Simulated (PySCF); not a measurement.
B(vinyl)(OH)2 (C2H5BO2), SMILES C=CB(O)O. Atoms are numbered in the order given.

```xyz
10

B     -0.0144    -0.5080     0.0000
C     -0.6597     0.9199     0.0000
C      0.0681     2.0462     0.0000
H     -1.7547     1.0209     0.0000
H     -0.3864     3.0431     0.0000
H      1.1625     2.0049     0.0000
O      1.3433    -0.6242     0.0000
H      1.6233    -1.5489     0.0000
O     -0.7576    -1.6601     0.0000
H     -1.7084    -1.5022     0.0000
```

Geometry: B3LYP-D3(BJ)/def2-SVP. The values are those of a single conformer.

Two levels are set side by side: PBE/pcSseg-1 (PySCF) and B3LYP/pcSseg-1 (PySCF). GIAO shifts against BF3 (¹¹B), H2O (¹⁷O), TMS (¹H), TMS (¹³C) at the same level; non-relativistic, no solvent, atoms listed together averaged. Differences are taken from unrounded values.

```json
[
 {"quantity": "δ(¹¹B) of B1 (ppm)", "B3LYP": "14.9"},
 {"quantity": "δ(¹³C) of C2 (ppm)", "B3LYP": "139.5"},
 {"quantity": "δ(¹³C) of C3 (ppm)", "B3LYP": "150.7"},
 {"quantity": "δ(¹H) of H4 (ppm)", "B3LYP": "5.87"},
 {"quantity": "δ(¹H) of H8, H10 (ppm)", "B3LYP": "3.91"}
]
```

What does PBE give, and how far is it from B3LYP? (The exact figures need the calculation; the answer reports its results.)


| quantity | PBE | PBE minus B3LYP |
|---|---|---|
| δ(¹¹B) of B1 (ppm) | 13.3 | -1.5 |
| δ(¹³C) of C2 (ppm) | 138.7 | -0.9 |
| δ(¹³C) of C3 (ppm) | 148.1 | -2.6 |
| δ(¹H) of H4 (ppm) | 6.01 | 0.14 |
| δ(¹H) of H8, H10 (ppm) | 3.94 | 0.03 |

Rough cost on one machine, each run with all the roots and properties that it gave: B3LYP against PBE within a factor of 2.
